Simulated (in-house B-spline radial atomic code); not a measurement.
A fraction x of an electron is removed from 3d in Co5+, starting from [Ar] 3d4 and keeping the highest spin. Level of theory: non-relativistic M06-2X, spin-polarised, spherical fractional occupations, point nucleus; calculated with an all-electron radial atomic-structure program (B-spline basis).

Caution: exact exchange at fractional occupations of open shells leaves self-interaction of up to several eV.

```csv
x,E(x) - E(0) (eV),3d up level (eV)
0,0.0000,-96.230
0.12,11.7030,-98.823
0.18,17.6714,-100.127
0.34,33.9716,-103.631
0.4,40.2292,-104.955
0.5,50.8354,-107.172
0.54,55.1401,-108.063
0.72,74.9540,-112.099
0.87,92.0233,-115.498
0.99,106.0473,-118.239
1,107.2308,-118.468
```

The exact functional would give a straight line between the two integer points. Deviations E(x) - E(0) - x[E(1) - E(0)], in eV: -1.165 at x = 0.12, -1.63 at x = 0.18, -2.487 at x = 0.34, -2.663 at x = 0.4, -2.78 at x = 0.5, -2.765 at x = 0.54, -2.252 at x = 0.72, -1.267 at x = 0.87, -0.111 at x = 0.99.

The curve lies below the straight line by up to 2.78 eV (at x = 0.5): convex, the delocalisation error, to which spherically averaged exact exchange adds.

Problem. How well does Slater's transition state (minus the level at half occupation) give the ionisation energy?

Solution. It gives 107.172 eV against 107.231 eV from the two total energies; NIST lists 102.00 eV, ground level to ground level. The end point has an open shell averaged over its orbitals, so its exact exchange keeps a self-interaction and this is no true integer point.
